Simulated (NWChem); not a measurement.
# CdNH2I; SMILES [Cd]([I])[NH2]

```xyz
5

Cd     0.0008     1.0773    -0.0157
I     -0.0003    -1.5158     0.0085
N     -0.0032     3.0863     0.1320
H     -0.8167     3.5105    -0.3138
H      0.8130     3.5134    -0.3057
```
Atoms are numbered in this order, from 1.

Results from NWChem. Coordinates come from a PBE0/def2-SVP optimisation. Not confirmed as a minimum by frequencies. def2 effective core potentials on Cd, I; no spin-orbit coupling. Ions are spin-unrestricted doublets at the neutral geometry; other ion states weren't tried.

For level PBE0/def2-SVP:

```yaml
vertical ionisation energy, ΔSCF (eV): 8.94
"−ε(HOMO) (eV)": 6.97
```

Problem. Estimate the same quantities for level PBE/def2-SVP.

Solution. vertical ionisation energy, ΔSCF (eV): 8.64
−ε(HOMO) (eV): 5.66
